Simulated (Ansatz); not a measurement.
Mulliken charges of `[OH][GeH]([OH])[GeH3]` from ωB97M-V/def2-TZVPP in Ansatz (PBE0-D4/def2-TZVP geometry).

```tsv
atom	x (Å)	y (Å)	z (Å)	charge (e)
O1	-0.968	0.928	1.490	-0.421
Ge2	-0.149	-0.376	0.585	0.483
O3	1.495	-0.523	1.247	-0.420
Ge4	0.156	0.282	-1.722	-0.033
H5	-1.732	0.612	1.977	0.168
H6	-0.949	-1.676	0.851	-0.022
H7	1.505	-0.510	2.207	0.165
H8	1.005	-0.765	-2.456	0.026
H9	-1.217	0.382	-2.405	0.020
H10	0.854	1.646	-1.773	0.032
```

Question: By hand: the dipole of these point charges (1 e Å = 4.8032 D).

Answer: Σ q r = (-0.290, -0.266, -0.303) e Å, of length 0.497 e Å = 2.39 D.

Question: How does the dipole of the full density compare? (Best estimate.)

Answer: Ansatz gave: (-0.324, -0.221, 0.129) e Å, 1.98 D; the point charges give 1.21 times that, at 56° from its direction.

Point charges leave out the atoms' own dipoles, such as those of lone pairs, and Mulliken's split depends on the basis, so the two needn't agree.
